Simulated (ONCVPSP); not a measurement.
## K: one change to an ONCV potential, before and after

ONCVPSP 4.0.1 input, shortened (lines: element, Z, core and valence counts, functional; n l f; lmax; l rc ep ncon nbas qcut; lloc lpopt rc5 dvloc0; l nproj debl; icmod fcfact rcfact), LDA (Perdew-Zunger), scalar-relativistic:

```
  K 19.00    3    2        3      upf
    1    0    2.00
    2    0    2.00
    2    1    6.00
    3    0    2.00
    3    1    6.00
    2
    0    1.75    0.00    4    9    9.10
    1    1.35    0.00    3    6    6.50
    2    1.35    0.16    4    8    7.50
    2    5    1.35    0.00
    0    1    1.00
    1    2    3.10
    2    0    2.80
    1    0.45    0.00
```

In the d channel the program set the typed energies aside and used 0.050 Ha.

All-electron outer shells of the reference configuration (LDA (Perdew-Zunger), scalar-relativistic, ld1.x):

```json
{"shell": "3p", "level (eV)": "-24.97", "outermost node (bohr)": "0.45", "outermost maximum (bohr)": "1.15"}
```

Change: p: rc 1.9.

Cutoffs: the cutoffs (Ha) at which the residual kinetic energy of the hardest occupied pseudo-wave falls to 1 and 0.1 mHa per electron; they do not see the model core or the augmentation charge, which bear on the density cutoff. Errors are all-electron minus pseudo energies relative to the spin-unpolarised reference configuration.

Problem. What does the change do?

Solution. The potential gets neither clearly harder nor softer (21 Ha and 26 Ha → 21 Ha and 26 Ha); the bound ghost in p disappears; of the 4 tests that both files solve, the error grows in 0 and shrinks in 1 by more than 15 % and 0.3 meV (median size 13.7 → 13.8 meV).

```tsv
quantity	base	changed
cutoff, loose	21 Ha	21 Ha
cutoff, tight	26 Ha	26 Ha
loose cutoff by channel	s 21 Ha, p 11 Ha	s 21 Ha, p 12 Ha
bound ghosts	p	none
GHOST(+) flags under 300 eV	none	none
error for 3s2 3p6 4s1, meV [ΔE -4.41 eV]	+16	+16
error for 3s2 3p6 4s0.5, meV [ΔE -2.70 eV]	+11	+11
error for 3s2 3p6 4p1, meV [ΔE -2.78 eV]	-0.5	-0.1
error for 3s1 3p6 4s1, meV [ΔE 37.42 eV]	+63	+67
s: phases at 1.78 bohr within 0.05 rad from the reference energy up to (Ha; the scan ends near 5)	0.7	0.7
d: phases at 1.37 bohr within 0.05 rad from the reference energy up to (Ha; the scan ends near 5)	2.9	2.9
rms error of d²Exc/dni dnj with the model core, mHa	0.29	0.27
```

 A true bound ghost makes a file unfit for plane-wave use even where its test errors are small: the radial tests pick states by their node count and pass the ghost by.
